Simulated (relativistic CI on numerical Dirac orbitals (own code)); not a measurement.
Main line and satellite in the 2p photoemission of Cu²⁺: a two-state model

Problem. An octahedral Cu²⁺ site (d9) has Δ = 1.6, V(eg) = 2.35, 10Dq = 0.95, 10Dq(ligand) = 0.3 and a core-hole attraction U_cd = 9.3 eV. Δ is defined between configuration averages. Find the d count, the distance of the satellite and its intensity.

Working.
1. The hole has eg symmetry. Its energy is −0.6 × 10Dq in d9 and Δ − 0.6 × 10Dq(ligand) in d10L, so the gap is Δ' = 1.99 eV.
2. Ground state cos θ |d9⟩ − sin θ |d10L⟩ with tan 2θ = 2V/Δ', θ = 33.5°: weights 0.695 and 0.305, n_d = 9.305.
3. The core hole pulls d10L down by U_cd: the gap becomes Δ' − U_cd = -7.31 eV, the hopping is V' = 2.35 eV, and tan 2θ' = 2V'/(Δ' − U_cd) gives θ' = 73.6°.
4. The two final states lie W = √[(Δ' − U_cd)² + 4V'²] = 8.69 eV apart. The lower, mostly d10L, is the main line.
5. In the sudden approximation the intensities are cos²(θ' − θ) and sin²(θ' − θ), so satellite/main = tan²(40.1°) = 0.71.

Check. The full cluster calculation (with spin-orbit coupling and 2p-3d multiplets, which spread the d9 satellite) gives n_d = 9.304; in its broadened 2p3/2 spectrum, cut halfway, the centroids lie 8.70 eV apart with an area ratio of 0.71.
